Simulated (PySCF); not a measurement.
Zn(OMe)(SH) (CH4OSZn), SMILES [Zn]([SH])[O]C.

Geometry: B3LYP-D3(BJ)/def2-SVP. The structure was generated by enumeration; whether it is a known compound was not checked. One conformer was computed; it need not be the lowest.

All values below come from PySCF with C-PCM-ωB97X/def2-SVP.

The values are the electrostatic part of the solvation free energy, E(continuum) − E(gas) at the gas-phase geometry, in a cavity of scaled van der Waals radii (PySCF's table); cavitation and dispersion terms are not included. A continuum can't describe solvent molecules that bind to the metal. In vacuum the orbital gap is 10.67 eV. The dipole moment in vacuum is 1.45 D.

```tsv
solvent	ε	ΔG(elec) (kcal/mol)	dipole (D)	gap (eV)
water	78.36	[?]	[?]	[?]
dichloromethane	8.93	-15.7	1.89	11.13
cyclohexanone	15.62	-16.7	1.93	11.17
```

### Question
What belongs in the gaps? (Estimate from the structure and the level; the computed values follow.)

### Answer

- water, ΔG(elec) (kcal/mol): -17.8
- water, dipole (D): 1.96
- water, gap (eV): 11.20
